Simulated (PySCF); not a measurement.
AsH5, SMILES [AsH5].

Coordinates come from a PBE0-D3(BJ)/def2-TZVP optimisation.

Level of theory: TDA-PBE/def2-TZVPD (PySCF).

Vertical excitations; the highest root listed may be one member of a degenerate set. Gas-phase values at a fixed geometry. State labels are in the subgroup C2v.

Computed excitation energies, oscillator strengths and character:
```
state  symmetry  energy (eV)  λ (nm)      f                           main pairs
-----  --------  -----------  ------  -----  -----------------------------------
S1           A1         3.97     312  0.000                       HOMO→LUMO 97 %
S2           A1         4.98     249  0.022         HOMO→LUMO+2 (degenerate set)
S3           B1         4.98     249  0.022         HOMO→LUMO+1 (degenerate set)
S4           A2         6.63     187  0.000         HOMO→LUMO+4 (degenerate set)
S5           B2         6.63     187  0.000         HOMO→LUMO+5 (degenerate set)
S6           B2         6.84     181  0.320                     HOMO→LUMO+3 93 %
S7           B1         6.97     178  0.048         HOMO→LUMO+6 (degenerate set)
S8           A1         6.97     178  0.048         HOMO→LUMO+7 (degenerate set)
S9           A1         8.32     149  0.000                     HOMO→LUMO+8 86 %
S10          B2         8.38     148  0.158  HOMO−1→LUMO 85 %, HOMO→LUMO+10 13 %
T1           A1         3.08     403      0                       HOMO→LUMO 99 %
T2           A1         4.41     281      0         HOMO→LUMO+2 (degenerate set)
T3           B1         4.41     281      0         HOMO→LUMO+1 (degenerate set)
T4           B2         6.13     202      0                     HOMO→LUMO+3 97 %
```
Triplets are in the Tamm–Dancoff approximation.
